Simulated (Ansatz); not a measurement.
`OP[SiH3]` + `[SH][AlH][SH]` → `[SiH3]P` + `[OH][Al]([SH])[SH]`  (redistribution)

Gas-phase electronic energies from Ansatz, PBE0-D4/def2-TZVP geometries. CCSD(T)/CBS adds triple-zeta CCSD(T) − MP2 to the extrapolated MP2 energy (def2 sets, frozen cores). This one scheme is used for every species. Functionals use def2-TZVPP. One conformer a species, not always the lowest.

`OP[SiH3]`:

```xyz
8

O     0.253   -1.690   -0.798
P    -0.945   -0.756   -0.115
Si    0.315    0.988    0.577
H     0.061   -2.617   -0.635
H    -1.392   -0.058   -1.277
H    -0.631    2.090    0.903
H     1.281    1.444   -0.458
H     1.058    0.599    1.803
```

`[SH][AlH][SH]`:

```xyz
6

S    -1.838    0.700    0.763
Al    0.057   -0.109    0.056
S     0.985    0.941   -1.611
H    -1.950   -0.246    1.712
H     0.718   -1.380    0.713
H     2.029    0.094   -1.633
```

`[SiH3]P`:

Cartesian coordinates in Å:
```
Si -0.019 -0.785 0.231
P 0.682 1.161 -0.666
H 0.978 -1.207 1.249
H -0.062 -1.802 -0.853
H -1.359 -0.706 0.871
H 0.337 1.923 0.483
H -0.557 1.417 -1.314
```

`[OH][Al]([SH])[SH]`:

Z-matrix (Å, degrees):
```
Al
S 1 2.173
S 1 2.182 2 124.1
O 1 1.685 2 115.7 3 180.0
H 2 1.344 1 93.2 3 -0.0
H 3 1.343 1 93.9 2 -0.0
H 4 0.955 1 125.4 2 180.0
```

Task: Is it downhill or uphill in electronic energy at CCSD(T)/CBS, and by how much? (Estimate.)

Result: The calculation gave: Downhill: ΔE = -39.2 kcal/mol.

Task: What do these levels give: B97M-V, r2SCAN0-D4, BHLYP-D4, r2SCANh, CCSD/def2-SVP, CCSD/CBS(def2)? (Best estimate.)

Result: The calculation gave: B97M-V -36.7, r2SCAN0-D4 -39.6, BHLYP-D4 -38.6, r2SCANh -39.3, CCSD/def2-SVP -41.6, CCSD/CBS(def2) -39.2 kcal/mol.

Task: What do rigid-rotor, harmonic-oscillator terms from PBE0-D4/def2-TZVP frequencies (298.15 K, 1 bar) make of the CCSD(T)/CBS value? (Estimate.)

Result: Computed: ΔZPE = +0.2 kcal/mol, ΔH = -38.7 kcal/mol, ΔS = 11 J/(mol·K), ΔG = -39.5 kcal/mol.

Largest T1 diagnostic among the species: 0.013.

At CCSD(T), def2-SVP lies −2.1 kcal/mol from the extrapolated value and def2-TZVPP −0.5 kcal/mol. From PBE to PBE0 (25 % exact exchange), in def2-TZVPP and without D4, ΔE moves by −1.1 kcal/mol.
